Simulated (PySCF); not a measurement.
C8H5Cl, SMILES C#Cc1ccc(Cl)cc1, singlet (GFN2-xTB optimised geometry):

```
14

C     -1.980    -2.619    -0.001
C     -1.375    -1.582     0.000
C     -0.662    -0.359     0.000
C     -1.349     0.855     0.000
C     -0.655     2.049     0.000
C      0.732     2.031     0.000
Cl     1.603     3.525     0.000
C      1.430     0.833     0.000
C      0.733    -0.359     0.000
H     -2.509    -3.525    -0.001
H     -2.429     0.855     0.000
H     -1.182     2.990     0.000
H      2.509     0.837     0.000
H      1.265    -1.299     0.000
```

Level of theory: PBE0/def2-TZVP (PySCF).

### Question
What are the frontier orbital energies and the dipole moment?

### Answer
HOMO-2 -8.24 eV, HOMO-1 -7.94 eV, HOMO -6.87 eV, LUMO -1.28 eV, LUMO+1 -0.74 eV; dipole moment 0.91 D.

On the same geometry PBE/def2-TZVP run with PySCF gives HOMO-2 -6.97 eV, HOMO-1 -6.91 eV, HOMO -5.90 eV, LUMO -2.09 eV, LUMO+1 -1.65 eV; dipole moment 0.79 D.

Meta-Löwdin charges at PBE0/def2-TZVP: C1 -0.21, C2 -0.03, C3 0.00, C4 -0.10, C5 -0.13, C6 0.02, Cl7 -0.05, C8 -0.13, C9 -0.10, H10 0.18, H11 0.14, H12 0.14, H13 0.14, H14 0.14.
